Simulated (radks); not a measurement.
Task: Species: the cerium ion Ce13+. Configuration: [Kr] 4d9. Calculated with a radial shooting solver on a logarithmic mesh with Libxc functionals: Dirac Kohn-Sham, relativistic LDA (MacDonald-Vosko exchange, VWN5 correlation), spin-unpolarised, spherical densities, finite nucleus; open shells fill j = l - 1/2 first; Fermi nuclear charge, rms radius 4.8771 fm. Some entries of the table are withheld. Estimate them.

| orbital | occ. | eigenvalue (hartree) | <r^2> (bohr^2) |
|---|---|---|---|
| 1s1/2 | 2 | (1) | 0.0008272 |
| 2s1/2 | 2 | -244.2169 | 0.01308 |
| 2p1/2 | 2 | (2) | (3) |
| 2p3/2 | 4 | (4) | (5) |
| 3s1/2 | 2 | -59.31520 | 0.08901 |
| 3p1/2 | 2 | -53.82255 | 0.08370 |
| 3p3/2 | 4 | -50.61974 | 0.09118 |
| 3d3/2 | 4 | (6) | 0.07442 |
| 3d5/2 | 6 | (7) | 0.07654 |
| 4s1/2 | 2 | -18.43759 | 0.4437 |
| 4p1/2 | 2 | -16.36065 | (8) |
| 4p3/2 | 4 | -15.62932 | (9) |
| 4d3/2 | 4 | -12.16507 | 0.5642 |
| 4d5/2 | 5 | -12.02902 | 0.5765 |

Result: 
(1) 1s1/2 eigenvalue (hartree): -1478.173
(2) 2p1/2 eigenvalue (hartree): -231.3709
(3) 2p1/2 <r^2> (bohr^2): 0.009578
(4) 2p3/2 eigenvalue (hartree): -215.1236
(5) 2p3/2 <r^2> (bohr^2): 0.01084
(6) 3d3/2 eigenvalue (hartree): -40.93564
(7) 3d5/2 eigenvalue (hartree): -40.24344
(8) 4p1/2 <r^2> (bohr^2): 0.4671
(9) 4p3/2 <r^2> (bohr^2): 0.5030
